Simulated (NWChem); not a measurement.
System: C₂H₆ClFSi; SMILES F[C@H]([SiH3])CCl

```xyz
11

F     -1.5536    -0.3476     0.1039
C     -0.2371    -0.3834    -0.3207
Si     0.4087    -2.1655    -0.0296
C      0.5640     0.6666     0.4025
Cl     0.0239     2.3252     0.0064
H     -0.2229    -0.1639    -1.4043
H      1.7918    -2.2914    -0.5824
H     -0.5054    -3.1154    -0.7239
H      0.4262    -2.4489     1.4357
H      1.6268     0.5927     0.1301
H      0.4670     0.5478     1.4910
```
Atoms are numbered in this order, from 1.

Program: NWChem. Pople sets run with spherical d functions. Geometry: optimised at PBE0/def2-SVP. Level: B3LYP/6-31G* with SMD (1 M gas to 1 M solution), gas-phase geometry. Reactions with the solvent are ignored.

### Question
Among these, which solvent gives the lowest value of “dipole in solution (D)”?
A) water
B) n-hexane
C) tetrahydrofuran
D) dichloromethane

### Answer
B, n-hexane. Values: n-hexane 2.85; tetrahydrofuran 3.17; dichloromethane 3.19; water 3.28
